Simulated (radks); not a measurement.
Results of a calculation; reference values are marked as such.
The gold anion Au-, [Hg], held by a Watson sphere: a shell of charge +0.75 at radius R that stands for the Madelung well of a crystal (potential energy -0.75/R inside, -0.75/r outside, in hartree with lengths in bohr). Code: a radial shooting solver on a logarithmic mesh with Libxc functionals. Model: scalar-relativistic Kohn-Sham, LB94 model potential, spin-polarised, spherical densities, finite nucleus; Fermi nuclear charge, rms radius of each element as measured or else 0.836 A^(1/3) + 0.57 fm. Response by self-consistent Sternheimer equations with the Hartree and adiabatic LDA kernel, the relativistic mass of each level held fixed and spin-orbit coupling left out. The sphere does not respond.

R (bohr)  e(5p) (eV)  e(5d) (eV)  e(6s) (eV)  <r> 6s (bohr)  sum of <r^2> (bohr^2)  X-ray form factor at sin(theta)/lambda = 0.3 1/angstrom  alpha (bohr^3)
3.52         -62.781      -9.435      -8.554          2.855                  69.40                                                   59.389           45.12
4.74         -61.707      -8.340      -7.492          2.931                  70.86                                                   59.396           52.33
4.85         -61.626      -8.258      -7.411          2.935                  70.94                                                   59.396           52.81
5.5          -61.194      -7.825      -6.978          2.953                  71.30                                                   59.397           55.16
6.52         -60.656      -7.286      -6.438          2.967                  71.58                                                   59.398           57.36
